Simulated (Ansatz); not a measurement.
`FCSC[SiH3]` and `FCSS` differ in one atom or group.

Ansatz, PBE0-D4/def2-TZVP geometries, multiplicity 1. Each molecule was computed in one conformer, which needn't be the lowest.

| property | `FCSC[SiH3]` |
| --- | --- |
| HOMO–LUMO gap (PBE0/def2-TZVPP) / eV | 7.13 |
| LUMO energy (B3LYP/def2-TZVPP) / eV | 0.00 |
| HOMO energy (PBE/def2-TZVPP) / eV | -5.70 |
| size of the dipole moment (PBE/def2-TZVPP) / D | 0.92 |
| LUMO energy (PBE/def2-TZVPP) / eV | -0.66 |
| HOMO–LUMO gap (PBE/def2-TZVPP) / eV | 5.04 |

Task: Give the same properties after the change, and the shifts. (An estimate is asked.)

Result: The calculation gave: 
```tsv
property	`FCSS`	shift
HOMO–LUMO gap (PBE0/def2-TZVPP) / eV	6.65	-0.48
LUMO energy (B3LYP/def2-TZVPP) / eV	-1.10	-1.10
HOMO energy (PBE/def2-TZVPP) / eV	-6.29	-0.59
size of the dipole moment (PBE/def2-TZVPP) / D	0.71	-0.21
LUMO energy (PBE/def2-TZVPP) / eV	-1.85	-1.19
HOMO–LUMO gap (PBE/def2-TZVPP) / eV	4.43	-0.61
```

With PBE0 the HOMO falls by 0.62 eV and the LUMO falls by 1.09 eV, so the gap narrows by about 0.47 eV. PBE moves the HOMO by -0.59 eV and ωB97M-V by -0.60 eV. Dipoles are sizes alone; their direction can turn.

B3LYP here is the variant with VWN-RPA as its local correlation; programs differ in this.
